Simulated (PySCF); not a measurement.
C₄H₇FSi, SMILES C[Si@H]1C=C[C@H]1F.

The structure is a stationary point at B3LYP-D3(BJ)/def2-SVP. The structure was generated by enumeration; whether it is a known compound was not checked.

Computed with TDA-LC-ωPBE/def2-SVPD in PySCF.

Vertical excitations. Gas-phase values at a fixed geometry.

| state | energy (eV) | λ (nm) | f | main pairs |
|---|---|---|---|---|
| S1 | 6.37 | 195 | 0.008 | HOMO→LUMO 66 %, HOMO−1→LUMO 17 % |
| S2 | 6.64 | 187 | 0.011 | HOMO−2→LUMO 79 %, HOMO→LUMO 13 % |
| S3 | 7.42 | 167 | 0.070 | HOMO−1→LUMO 44 %, HOMO→LUMO+2 26 %, HOMO→LUMO 7 % |
| S4 | 7.91 | 157 | 0.153 | HOMO→LUMO+2 44 %, HOMO−1→LUMO 20 %, HOMO→LUMO+1 8 % |
| S5 | 8.05 | 154 | 0.008 | HOMO−4→LUMO 57 %, HOMO−3→LUMO 19 % |
| S6 | 8.12 | 153 | 0.024 | HOMO−1→LUMO+2 30 %, HOMO→LUMO+1 20 %, HOMO→LUMO+2 10 %, HOMO→LUMO+5 8 % |
| S7 | 8.38 | 148 | 0.044 | HOMO→LUMO+3 44 %, HOMO−1→LUMO+2 20 % |
| S8 | 8.48 | 146 | 0.029 | HOMO→LUMO+3 21 %, HOMO→LUMO+1 20 %, HOMO−1→LUMO+2 16 %, HOMO−2→LUMO+2 11 % |
| S9 | 8.75 | 142 | 0.045 | HOMO−2→LUMO+2 30 %, HOMO−1→LUMO+3 23 %, HOMO→LUMO+4 6 %, HOMO−2→LUMO+3 5 % |
| S10 | 8.92 | 139 | 0.157 | HOMO−1→LUMO+3 34 %, HOMO−2→LUMO+2 18 %, HOMO→LUMO+1 11 %, HOMO→LUMO+4 5 % |
| T1 | 4.17 | 297 | 0 | HOMO−1→LUMO 44 %, HOMO→LUMO 38 %, HOMO−3→LUMO 7 % |
| T2 | 5.85 | 212 | 0 | HOMO−2→LUMO 73 % |
| T3 | 6.29 | 197 | 0 | HOMO→LUMO 46 %, HOMO−1→LUMO 29 %, HOMO−2→LUMO 14 % |
| T4 | 7.07 | 175 | 0 | HOMO→LUMO+2 64 % |
Triplets are in the Tamm–Dancoff approximation.
